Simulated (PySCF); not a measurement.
SrF, SMILES [F][Sr], multiplicity 2. Atoms are numbered in the order given.

```xyz
2

Sr     0.0000     0.0000    -0.4025
F      0.0000     0.0000     1.6994
```
Charge 0, spin multiplicity 2.

Coordinates come from a B3LYP-D3(BJ)/def2-TZVPD optimisation. The spin state was assumed, not searched. The def2 effective core potentials stand for the cores of Sr; spin–orbit coupling is left out.

All values below come from B3LYP/def2-TZVPD (PySCF).

Mulliken values depend strongly on the basis, most of all with diffuse functions as here. ESP charges are fitted to the potential on shells at 1.4 to 2.0 van der Waals radii. Atomic charges (e):

| atom | ESP fit | Mulliken | Mulliken spin |
|---|---|---|---|
| Sr1 | 0.45 | 0.82 | 1.02 |
| F2 | -0.45 | -0.82 | -0.02 |
